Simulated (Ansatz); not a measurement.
Molecule (SMILES): [N]=C=O, doublet.
Atoms: N1, C2, O3. Bonds: N1-C2, C2-O3.

Basis-set convergence of the optimised C2-O3 bond length at PBE with Ansatz (a program for electronic structure). All functions are spherical. Open shells are unrestricted. No added dispersion term, no relativity. Reference: the value in def2-QZVPPD, 1.1873 Å. Deviations are taken from unrounded values.

| basis | functions | optimised C2-O3 bond length (Å) | minus reference (Å) |
|---|---|---|---|
| cc-pVDZ | 42 | 1.1965 | 0.0093 |
| aug-cc-pVDZ | 69 | 1.1958 | 0.0085 |
| cc-pVTZ | 90 | 1.1893 | 0.0020 |
| jun-cc-pV(T+d)Z | 117 | 1.1891 | 0.0018 |
| aug-cc-pVTZ | 138 | 1.1890 | 0.0018 |
| cc-pVQZ | 165 | 1.1873 | 0.0000 |

The smallest set listed that lies within 0.003 Å of the reference with all its larger relatives (same family, alike in diffuse functions; a set with none counts only in the reference's own line) is cc-pVTZ (90 functions, 0.0020 Å off).
